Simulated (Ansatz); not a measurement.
Spectroscopic constants of TeMo, multiplicity 7 (an upper state: multiplicity 5 came lower at CCSD(T)/def2-TZVPP on PBE0 minima). No spin–orbit coupling.

Seven points along R, fitted to fifth degree in 1/R; most abundant isotopes. In def2 and cc sets the state is the lowest found near the PBE0 minimum, followed along R.

Run with Ansatz (an electronic-structure program) with Gaussian orbitals. Each number belongs to the level named beside it. In def2 rows elements past Kr take small-core potentials, without spin–orbit coupling.

```json
[
 {"level": "PBE/def2-TZVPP", "r_e (Å)": "2.711", "ω_e (cm⁻¹)": "196", "B_e (cm⁻¹)": "0.0411", "α_e (cm⁻¹)": "0.00013", "dipole (D)": "3.17"},
 {"level": "PBE0/def2-TZVPP", "r_e (Å)": "2.716", "ω_e (cm⁻¹)": "196", "B_e (cm⁻¹)": "0.0409", "α_e (cm⁻¹)": "0.00013", "dipole (D)": "4.11"},
 {"level": "wB97X-V/def2-TZVPP", "r_e (Å)": "2.722", "ω_e (cm⁻¹)": "198", "B_e (cm⁻¹)": "0.0408", "α_e (cm⁻¹)": "0.00012", "dipole (D)": "4.95"},
 {"level": "CCSD/def2-TZVPP", "r_e (Å)": "2.724", "ω_e (cm⁻¹)": "196", "B_e (cm⁻¹)": "0.0407", "α_e (cm⁻¹)": "0.00013", "dipole (D)": "-"},
 {"level": "CCSD(T)/def2-TZVPP", "r_e (Å)": "2.713", "ω_e (cm⁻¹)": "198", "B_e (cm⁻¹)": "0.0410", "α_e (cm⁻¹)": "0.00013", "dipole (D)": "-"}
]
```

Correlated levels freeze the inner cores; with def2 sets outer-core shells near the valence are correlated too.
